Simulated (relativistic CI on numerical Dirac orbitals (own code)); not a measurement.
# Transition arrays of Zn8+

These numbers are calculated, not measured: Dirac-Coulomb-Breit CI, separate exchange-only KLI orbitals for each configuration, model QED (radiative potential, 1s self-energy scaled to tabulated hydrogen-like ionisation energies), valence Slater integrals scaled by 0.9, whole transition arrays (own radial code, finite nucleus).

CI space (outside the closed core [Ne] 3s2): 3p6.3d4, 3p6.3d3.4f, 3p5.3d5, 3p6.3d3.4p, 3p6.3d3.5f. Levels of other configurations are missing.

All E1 lines from the levels of 3p6.3d4; mean and standard deviation are weighted by gf, and upper levels are sorted by their leading configuration.

| Upper configuration | Lines | Σgf | Mean (eV) | Mean (nm) | σ (eV) | Strongest line (nm) |
| --- | --- | --- | --- | --- | --- | --- |
| 3p6.3d3.4f | 2825 | 381.3 | 131.33 | 9.441 | 2.94 | 9.386 |
| 3p5.3d5 | 3122 | 298.3 | 92.59 | 13.391 | 7.74 | 12.148 |
| 3p6.3d3.4p | 1841 | 127.8 | 89.01 | 13.929 | 3.89 | 13.873 |
| 3p6.3d3.5f | 2825 | 221.2 | 156.28 | 7.933 | 3.15 | 7.886 |

Σgf per state of the lower configuration in bins of 0.2 nm over the central range (centre: value): 7.7: 0.15, 7.9: 0.55, 8.1: 0.26, 8.3: 0.06, 8.5: 0.01, 8.9: 0.01, 9.1: 0.17, 9.3: 0.76, 9.5: 0.44, 9.7: 0.31, 9.9: 0.09, 10.1: 0.02, 10.3: 0.01, 11.9: 0.01, 12.1: 0.20, 12.3: 0.12, 12.5: 0.05, 12.7: 0.15, 12.9: 0.16, 13.1: 0.07, 13.3: 0.10, 13.5: 0.14, 13.7: 0.12, 13.9: 0.17, 14.1: 0.11, 14.3: 0.14, 14.5: 0.09, 14.7: 0.15, 14.9: 0.04, 15.1: 0.05.

(1) How do configuration mixing and the scaling of the Slater integrals move the arrays?

Answers

(1) Slater scale 0.9, no configuration mixing: 3p6.3d3.4f 131.2 ± 2.9 eV (Σgf 329.9), 3p5.3d5 93.2 ± 7.1 eV (Σgf 452.1), 3p6.3d3.4p 88.4 ± 2.7 eV (Σgf 55.4), 3p6.3d3.5f 156.2 ± 3.1 eV (Σgf 152.8); Slater scale 1: 3p6.3d3.4f 131.5 ± 3.3 eV (Σgf 391.8), 3p5.3d5 94.0 ± 8.4 eV (Σgf 303.1), 3p6.3d3.4p 88.7 ± 3.9 eV (Σgf 116.4), 3p6.3d3.5f 156.4 ± 3.5 eV (Σgf 228.0); Slater scale 0.8: 3p6.3d3.4f 131.1 ± 2.6 eV (Σgf 371.3), 3p5.3d5 91.3 ± 7.0 eV (Σgf 298.1), 3p6.3d3.4p 88.6 ± 3.1 eV (Σgf 133.5), 3p6.3d3.5f 156.2 ± 2.8 eV (Σgf 215.0). With mixing, levels are counted to their leading configuration, so an array can shrink or vanish into another, and the sums then hold other lines.
